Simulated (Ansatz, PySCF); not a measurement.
The pair A = HF (SMILES F) (first 2 atoms), B = CH4O (SMILES CO); geometry from B3LYP-D3(BJ)/def2-TZVP.
(charge 0, multiplicity 1):
```xyz
8

F      0.08507     0.01290     0.23579
H     -0.21590    -0.06029     1.13358
C      0.51629     0.39583     3.51332
O     -0.55307    -0.16388     2.73954
H      0.24463     0.44799     4.56942
H      0.67529     1.40291     3.13552
H      1.43804    -0.17812     3.39436
H     -0.72806    -1.06379     3.03494
```

Correlated levels freeze the cores. MP2 and its Hartree–Fock in aug-cc-pVQZ are density fitted. Rows in 6-31G* carry no dispersion term and start afresh at each structure (6-31G* with six Cartesian d functions).

Run with Ansatz (a quantum-chemistry and plane-wave program) with Gaussian orbitals; PySCF for 6-31G* rows. Each number belongs to the level named beside it.

Total energies (hartree), monomers frozen at their geometry in the pair:

```json
[
 {"structure": "AB", "B3LYP/6-31G*": "-216.1527210", "MP2/aug-cc-pVDZ": "-215.6939356", "MP2/aug-cc-pVQZ": "-215.9485581"},
 {"structure": "A in the pair's basis", "B3LYP/6-31G*": "-100.4214407", "MP2/aug-cc-pVDZ": "-100.2561054", "MP2/aug-cc-pVQZ": "-100.3690392"},
 {"structure": "B in the pair's basis", "B3LYP/6-31G*": "-115.7161558", "MP2/aug-cc-pVDZ": "-115.4229667", "MP2/aug-cc-pVQZ": "-115.5630638"},
 {"structure": "A", "B3LYP/6-31G*": "-100.4199218", "MP2/aug-cc-pVDZ": "-100.2551743", "MP2/aug-cc-pVQZ": "-100.3686681"},
 {"structure": "B", "B3LYP/6-31G*": "-115.7138533", "MP2/aug-cc-pVDZ": "-115.4215865", "MP2/aug-cc-pVQZ": "-115.5626921"}
]
```

### Question
Work out the interaction energy without and with the counterpoise correction, and the superposition error, for each level.

### Answer

E(AB) − E(A) − E(B), times 627.509 kcal/mol, with the monomers in their own basis and then in the pair's basis:
- B3LYP/6-31G*: -11.89 uncorrected, -9.49 corrected; the monomers gain 2.40 kcal/mol from borrowed functions
- MP2/aug-cc-pVDZ: -10.78 uncorrected, -9.33 corrected; the monomers gain 1.45 kcal/mol from borrowed functions
- MP2/aug-cc-pVQZ: -10.79 uncorrected, -10.33 corrected; the monomers gain 0.47 kcal/mol from borrowed functions
